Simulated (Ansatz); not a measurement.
`CN[SiH2][SiH3]` + `NN` → `NN[SiH3]` + `CN[SiH3]`  (cleavage of the Si–Si bond)

Program: Ansatz. Geometries: PBE0-D4/def2-TZVP. ΔE: electronic, gas phase. CCSD(T)/CBS is the MP2 limit (def2-TZVPP, def2-QZVPP) plus CCSD(T) − MP2 in def2-TZVPP, frozen cores. This one scheme is used for every species. DFT in def2-TZVPP. Each species was taken in one conformer, which may not be the lowest.

CCSD(T)/CBS gives -10.1 kcal/mol.

Problem. Another level gave -10.2 kcal/mol. Which?
A. HF/def2-TZVPP
B. RPA@PBE/def2-TZVPP
C. revPBE-D4/def2-TZVPP
D. PBE0/def2-TZVPP

Solution. B. RPA@PBE/def2-TZVPP -10.2, PBE0 -7.6, HF/def2-TZVPP -14.2, revPBE-D4 -6.4 kcal/mol.

Largest T1 diagnostic among the species: 0.012.

In def2-TZVPP, CCSD(T) changes the Hartree–Fock value by +4.1 kcal/mol (the triples alone add +0.5 kcal/mol) and MP2 by +1.9 kcal/mol. From BLYP to BHLYP (50 % exact exchange), in def2-TZVPP and without D4, ΔE moves by −2.6 kcal/mol.
